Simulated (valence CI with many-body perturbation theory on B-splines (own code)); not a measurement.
## Pb51+: what the settings do

Computed by valence CI with perturbative core correlation (CI+MBPT): three valence electrons over a frozen Dirac-Fock core [Ar] 3d10, radial functions for each j: 6 s, 6 p, 5 d, 3 f, 1 g, with the one-electron correlation potential Σ1 (screened to all orders), the two-electron term Σ2, the three-electron term Σ3, Breit, model QED; selected single and double excitations, second order for the rest, scaled by the run's own slope (own B-spline code, finite nucleus).

The last digits are not significant, and no measured levels were compared; by estimate large intervals hold to a few tenths of a per cent, small ones and those within an open d or f shell to about a per cent.

The reference run has the lowest level (4s^2 4p1/2) J=1/2 and an ionisation energy of 3038.00 eV. Its largest variational space holds 2754 state functions.

Levels are named by their leading jj configuration (3d3/2^4 stands for four electrons in 3d with j = 3/2), which in mixed levels can hold well under half, so a name can repeat and another be missing. Letters in brackets count levels of one name in rising energy.

Changed runs:
A. correlating orbitals by l 3 3 3 2 1 → 4 4 0 0 0
B. scale of Σ2 1 → 1.2
C. Davidson tolerance 2e-05 → 0.0003
D. Davidson tolerance 2e-05 → 0.03 (bad on purpose)

Excitation energies of the reference run in cm⁻¹, and shifts in cm⁻¹:

| Level | Reference | A | B | C | D |
| --- | --- | --- | --- | --- | --- |
| (4s 4p1/2^2) J=1/2 | 952701 | +44 | +39 | 0 | -0.1 |
| (4s^2 4p3/2) J=3/2 | 1370850 | +73 | +235 | 0 | -0.1 |
| (4s 4p1/2 4p3/2) J=3/2 [a] | 2194680 | -561 | +1063 | 0 | -0.1 |
| (4s 4p1/2 4p3/2) J=5/2 | 2275190 | -8.4 | +605 | 0 | -0.1 |
| (4s 4p1/2 4p3/2) J=3/2 [b] | 2386070 | +447 | -264 | 0 | -0.1 |
| (4s 4p1/2 4p3/2) J=1/2 | 2405230 | +466 | -973 | 0 | -0.1 |
| (4s^2 4d3/2) J=3/2 | 2905720 | +1190 | -1219 | 0 | -0.1 |
| (4s^2 4d5/2) J=5/2 | 3175030 | +892 | -741 | 0 | -0.1 |
| (4p1/2^2 4p3/2) J=3/2 | 3335680 | +182 | -547 | 0 | -0.1 |
| (4s 4p3/2^2) J=5/2 | 3624110 | +167 | +619 | 0 | -0.1 |
| (4s 4p1/2 4d3/2) J=3/2 [a] | 3655480 | -32 | +755 | 0 | -0.1 |
| (4s 4p1/2 4d3/2) J=5/2 | 3727720 | +448 | +395 | 0 | -0.1 |
| Ionisation energy (eV) | 3038.00 | -0.08 | -0.0013 | 0 | 0 |

No effect on these energies: C.
